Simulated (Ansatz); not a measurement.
Consider the formal exchange of groups at the Si–O bond: `CO[SiH]1C=N1` + SiH₄ → `[SiH3][SiH]1C=N1` + CH₃OH.

Gas-phase electronic energies from Ansatz, PBE0-D4/def2-TZVP geometries. CCSD(T)/CBS is the MP2 limit (def2-TZVPP, def2-QZVPP) plus CCSD(T) − MP2 in def2-TZVPP, frozen cores. This one scheme is used for every species. DFT in def2-TZVPP. B3LYP here is the variant with VWN-RPA as its local correlation; programs differ in this. Each species was taken in one conformer, which may not be the lowest.

| level | ΔE (kcal/mol) | difference from CCSD(T)/CBS |
| --- | --- | --- |
| PBE-D4 | 15.6 | -5.6 |
| r2SCAN-D4 | 20.1 | -1.1 |
| PBE0-D4 | 17.7 | -3.5 |
| B3LYP-D4 | 21.6 | 0.4 |
| ωB97X-V | 22.2 | 1.0 |
| ωB97M-V | 23.1 | 1.9 |
| B2PLYP | 22.6 | 1.4 |
| PBE | 15.6 | -5.6 |
| r2SCAN | 20.0 | -1.2 |
| PBE0 | 17.8 | -3.4 |
| B3LYP | 21.6 | 0.4 |
| HF/def2-TZVPP | 28.5 | 7.3 |
| MP2/def2-TZVPP | 23.0 | 1.8 |
| SCS-MP2/def2-TZVPP | 24.0 | 2.8 |
| CCSD/def2-TZVPP | 22.7 | 1.5 |
| CCSD(T)/def2-TZVPP | 21.5 | 0.3 |
| HF/def2-QZVPP | 28.8 | 7.6 |
| MP2/def2-QZVPP | 23.0 | 1.8 |
| SCS-MP2/def2-QZVPP | 23.9 | 2.7 |
| HF/CBS(def2) | 28.9 | 7.7 |
| MP2/CBS(def2) | 22.7 | 1.5 |
| CCSD/CBS(def2) | 22.4 | 1.2 |
| CCSD(T)/CBS | 21.2 | 0 |

Largest T1 diagnostic among the species: 0.017.

In def2-TZVPP, CCSD(T) changes the Hartree–Fock value by −6.9 kcal/mol (the triples alone add −1.2 kcal/mol) and MP2 by −5.4 kcal/mol. From PBE to PBE0 (25 % exact exchange), in def2-TZVPP and without D4, ΔE moves by +2.2 kcal/mol.
